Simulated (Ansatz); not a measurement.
All numbers were calculated with Ansatz.

A structure relaxed at PBE0-D4/def2-TZVP, charge 0, multiplicity 1:

Cartesian coordinates in Å:
```
C 1.557 1.550 0.793
O 0.793 0.374 0.706
Mo 0.109 -0.804 -0.515
C -1.958 -0.925 -0.219
S 0.815 -2.769 -0.264
S 0.351 -0.163 -2.499
H 1.143 2.172 1.590
H 1.532 2.100 -0.152
H 2.590 1.293 1.041
H -2.412 -1.626 -0.921
H -2.388 0.069 -0.364
H -2.131 -1.270 0.804
```

Question: Give its formula and SMILES.

Answer: C2H6MoOS2, `C[O][Mo]([CH3])(=[S])=[S]`.

Question: Summarise the bond lengths by kind.

Answer: 1 × C–O 1.405 Å; 6 × C–H 1.091 to 1.094 Å; 1 × Mo–O 1.829 Å; 1 × C–Mo 2.091 Å; 2 × Mo–S 2.099 to 2.104 Å.
